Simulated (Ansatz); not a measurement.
Program: Ansatz. Geometries: PBE0-D4/def2-TZVP. ΔE: electronic, gas phase. CCSD(T)/CBS is the MP2 limit (def2-TZVPP, def2-QZVPP) plus CCSD(T) − MP2 in def2-TZVPP, frozen cores. This one scheme is used for every species. DFT in def2-TZVPP. For Se outer-core shells are correlated without core-valence functions, which leaves a few kJ/mol of doubt a bond. Scalar relativity is left out up to krypton. Each species was taken in one conformer, which may not be the lowest.

`C[SiH](Cl)N=C=O` + `CB(O)[SeH]` → `COB(C)[SeH]` + `O=C=N[SiH2]Cl`  (substitution at a C–Si bond)

`C[SiH](Cl)N=C=O`:

Cartesian coordinates in Å:
```
C 1.054 -0.433 -1.152
Si -0.582 -0.098 -0.367
Cl -1.520 -1.873 0.073
N -0.354 0.783 1.077
C -0.558 1.068 2.221
O -0.718 1.381 3.328
H 1.687 -1.020 -0.484
H 1.562 0.508 -1.377
H 0.923 -0.990 -2.083
H -1.495 0.674 -1.235
```

`CB(O)[SeH]`:

```xyz
9

C    -0.576    0.877   -0.593
B     0.196   -0.277    0.138
O     0.052   -0.541    1.463
Se    1.427   -1.400   -0.881
H    -1.658    0.727   -0.501
H    -0.343    0.962   -1.655
H    -0.350    1.842   -0.125
H    -0.568    0.051    1.898
H     1.820   -2.242    0.256
```

`COB(C)[SeH]`:

Z-matrix (Å, degrees):
```
C
O 1 1.412
H 1 1.089 2 107.8
H 1 1.094 2 110.9 3 -119.4
H 1 1.094 2 110.9 3 119.4
B 2 1.349 1 123.2 3 -179.9
Se 6 1.977 2 118.7 1 -0.0
C 6 1.564 2 119.5 1 -180.0
H 7 1.466 6 94.0 2 180.0
H 8 1.094 6 111.1 2 -120.9
H 8 1.092 6 111.2 2 -0.1
H 8 1.094 6 111.1 2 120.8
```

`O=C=N[SiH2]Cl`:

Cartesian coordinates in Å:
```
O -1.373 -0.546 2.596
C -0.930 -0.175 1.589
N -0.501 0.249 0.555
Si 0.424 0.248 -0.870
Cl 1.488 -1.492 -1.027
H -0.487 0.343 -2.026
H 1.379 1.372 -0.816
```

```csv
level,ΔE (eV)
B2PLYP,1.04
r2SCAN,1.09
HF/def2-TZVPP,0.96
MP2/CBS(def2),1.12
```

**Question.** What does CCSD(T)/CBS give? (Estimate.)

**Answer.** Computed: +1.06 eV. The listed levels differ from it by -0.02, 0.03, -0.10, 0.06 eV.

Largest T1 diagnostic among the species: 0.014.

In def2-TZVPP, CCSD(T) changes the Hartree–Fock value by +0.08 eV (the triples alone add +0.00 eV) and MP2 by +0.14 eV.
